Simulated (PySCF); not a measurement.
C₃H₈FNSi, SMILES [C@@H](/N=C/C)(F)[SiH3]. Heavy atoms are numbered as in [CH3:1]/[CH:2]=[N:3]/[C@H:4]([F:5])[SiH3:6]. Hydrogens are named by the atom that carries them.

The structure is a stationary point at ωB97X-D3(BJ)/def2-SVP. The structure was generated by enumeration; whether it is a known compound was not checked. One conformer was computed; it need not be the lowest.

All values below come from HF/pcSseg-1 in PySCF.

GIAO shieldings, no solvent; atoms alike by connectivity are averaged. δ = σ(ref) − σ: ¹³C against TMS (σ = 192.6 ppm); ¹⁵N against NH3 (σ = 267.3 ppm); ¹⁹F against CFCl3 (σ = 238.5 ppm); ²⁹Si against TMS (σ = 393.8 ppm); ¹H against TMS (σ = 31.99 ppm), references at their B3LYP-D3(BJ)/def2-TZVP geometries, non-relativistic.

Computed chemical shifts:
```csv
nucleus,atoms,count,δ (ppm)
¹³C,C2 (CH),1,164.8
¹³C,C4 (CH),1,94.5
¹³C,C1 (CH3),1,25.8
¹⁵N,N3,1,363.2
¹⁹F,F5,1,-179.8
²⁹Si,Si6 (SiH3),1,-53.1
¹H,H on C2,1,7.98
¹H,H on C4,1,6.00
¹H,H on Si6,3,3.97
¹H,H on C1,3,2.43
```
